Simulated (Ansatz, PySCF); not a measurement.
HP2, SMILES P#[PH+], charge +1.

Coordinates come from a TPSSh-D3(BJ)/def2-TZVPD optimisation. The isomer is the one that the SMILES or the coordinates give; other isomers of the formula were not compared.

Two levels are set side by side: PBE/def2-TZVPD (Ansatz, a quantum-chemistry and plane-wave program) and EOM-CCSD/aug-cc-pVDZ (PySCF). PBE by ΔSCF, the other level by its IP root; same geometry, the bases differ. Differences are taken from unrounded values.

```
quantity                         EOM-CCSD    PBE  PBE minus EOM-CCSD
-------------------------------  --------  -----  ------------------
vertical ionisation energy (eV)     17.63  17.59               -0.04
```

Here PBE gives about what the other level gives.
